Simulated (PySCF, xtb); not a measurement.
HIMgSe, SMILES [SeH][Mg][I].

GFN2-xTB (xtb) at its own geometry gives an orbital gap of 2.67 eV and a dipole moment of 5.32 D.

Geometry: PBE0-D3(BJ)/def2-SVP. The def2 effective core potentials stand for the cores of I; spin–orbit coupling is left out. Other conformers were not sampled.

### Question
What does CAM-B3LYP/def2-TZVPD (PySCF) give? (Estimate from the structure and the level; the computed values follow.)

### Answer
gap 7.32 eV (levels -8.36 and -1.04 eV), dipole 0.57 D.
